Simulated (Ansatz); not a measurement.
Nudged elastic band run: AlFH4N2

input.yaml

```yaml
crystal:
  periodic: [false, false, false]
  atoms:
    - { symbol: "N", position_ang: [-0.655912, 1.403983, -0.273791] }
    - { symbol: Al, position_ang: [-0.189328, -0.290019, -0.423622] }
    - { symbol: "N", position_ang: [0.890379, -1.121507, 0.695598] }
    - { symbol: F, position_ang: [-0.808018, -1.160437, -1.704] }
    - { symbol: H, position_ang: [-1.280897, 1.876402, -0.915882] }
    - { symbol: H, position_ang: [-0.353367, 2.043891, 0.450135] }
    - { symbol: H, position_ang: [1.332235, -0.715014, 1.51082] }
    - { symbol: H, position_ang: [1.157107, -2.094499, 0.604843] }
basis:
  gaussian: { orbitals: def2-SVP }
hamiltonian:
  xc: pbe0
neb:
  order_check: false
  images: 5
  f_tol: 0.2
  max_iterations: 60
  initial_path: idpp
  final_atoms:
    - { symbol: "N", position_ang: [-0.65760488, 1.40381809, -0.27295871] }
    - { symbol: Al, position_ang: [-0.18890687, -0.28969715, -0.42339941] }
    - { symbol: "N", position_ang: [0.89006075, -1.12232305, 0.69590038] }
    - { symbol: F, position_ang: [-0.80546406, -1.15936476, -1.70519634] }
    - { symbol: H, position_ang: [-0.35756409, 2.04307775, 0.45272061] }
    - { symbol: H, position_ang: [-1.27656302, 1.87833027, -0.91970566] }
    - { symbol: H, position_ang: [1.3313466, -0.71552287, 1.51140574] }
    - { symbol: H, position_ang: [1.15689458, -2.09551828, 0.60533439] }
```

Run as:

```bash
$ ansatz run input.yaml --threads 1 --pin off --max-ram 2048MiB --backend cpu --events-out ev --progress --plain --runs-dir out
```

Output, in part (warnings, iteration lines, the closing report on the highest movable image, with atoms numbered from 0):

```
NEB end point (image 0): max|allowed force component| = 4.304e-3 eV/Å (the criterion of neb.relax_end_points is 4.000e-2)
NEB end point (image 6): max|allowed force component| = 8.480e-3 eV/Å (the criterion of neb.relax_end_points is 4.000e-2)
NEB iter   1: max|band force component| = 2.697e-1 eV/Å  barrier→ = 0.2442 eV  barrier← = 0.2442 eV  CI = image 3  Δτ_max = 0.0626 Å  (174 SCF iters)
NEB iter   2: max|band force component| = 2.676e-1 eV/Å  barrier→ = 0.2254 eV  barrier← = 0.2254 eV  CI = image 3  Δτ_max = 0.1965 Å  (137 SCF iters)
NEB iter   3: max|band force component| = 5.783e-1 eV/Å  barrier→ = 0.2021 eV  barrier← = 0.2021 eV  CI = image 3  Δτ_max = 0.1003 Å  (133 SCF iters)
NEB iter   4: max|band force component| = 1.718e-1 eV/Å  barrier→ = 0.1982 eV  barrier← = 0.1982 eV  CI = image 3  Δτ_max = 0.0000 Å  (259 SCF iters)
Total energy: -12347.08428518 eV, -453.7469783260 hartree
Atom 0 at    -0.338566     1.507389    -0.337190 Å, force     0.018317     0.023510     0.019515 eV/Å
Atom 1 at    -0.023166    -0.237351    -0.460722 Å, force     0.067068    -0.081772    -0.035699 eV/Å
Atom 2 at     0.382093    -1.241212     0.926947 Å, force    -0.010984     0.044941     0.052847 eV/Å
Atom 3 at    -0.044845    -1.070871    -1.908835 Å, force    -0.033702     0.045227    -0.009775 eV/Å
Atom 4 at    -1.260681     1.917854    -0.426946 Å, force    -0.043529    -0.012323    -0.012939 eV/Å
Atom 5 at     0.346473     2.201622    -0.616385 Å, force     0.009935    -0.009362    -0.000694 eV/Å
Atom 6 at     0.441362    -0.902696     1.879907 Å, force     0.000549    -0.007067    -0.004498 eV/Å
Atom 7 at     0.589529    -2.231934     0.887325 Å, force    -0.007652    -0.003154    -0.008757 eV/Å
Dipole moment:    -0.003833     0.238498     0.353669 e Å
```

The run converged. The threshold of 0.2 eV/Å is loose, so the images may lie well off the minimum-energy path. Another band between the same ends (5 images) ends at a top of the same energy, where a vibrational analysis finds 1 clearly imaginary mode.

Final band (atoms are numbered from 1 in the order of the input):

| image | path coordinate (Å) | energy (eV) | dihedral H6–N1–Al2–F4 (°) |
| --- | --- | --- | --- |
| 0 | 0.00 | 0.000 | -180 |
| 1 | 0.58 | 0.039 | -151 |
| 2 | 1.17 | 0.145 | -114 |
| 3 | 1.75 | 0.198 | -75 |
| 4 | 2.35 | 0.149 | -49 |
| 5 | 2.94 | 0.042 | -24 |
| 6 | 3.54 | 0.000 | 0 |

Time of the run: 92 s on 1 thread of Intel(R) Xeon(R) Processor @ 2.70GHz (shared host), peak memory 0.16 GiB.
